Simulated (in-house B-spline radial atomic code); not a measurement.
## Ar: [Ne] 3s2 3p6

All numbers are computed (non-relativistic LDA PW92, spin-polarised, spherical fractional occupations; point nucleus) with a B-spline radial code for spherical atoms, not measured.

Effective charges: Z_r = [3n² - l(l+1)]/(2<r>) from the radius, Z_e = n√(-2ε) from the energy, and Slater's rules. Values are occupation-weighted means over spin.

```
shell  electrons   ε (eV)  <r> (bohr)    Z_r    Z_e  Slater
   1s          2  -3096.7     0.08642  17.36  15.09   17.70
   2s          2  -293.72      0.4179  14.36   9.29   13.85
   2p          6  -229.75      0.3782  13.22   8.22   13.85
   3s          2  -24.034       1.414   9.55   3.99    6.75
   3p          6  -10.401       1.666   7.50   2.62    6.75
```

The least bound orbital is 3p at -10.4 eV, and it is also the most diffuse (<r> = 1.666 bohr).

The density falls to 0.001 bohr⁻³ at 3.752 bohr; Σ<r²> = 26.299 bohr² gives, by the non-relativistic formula and without the paramagnetism of open shells, a Langevin diamagnetic susceptibility of -20.83×10⁻⁶ cm³/mol.
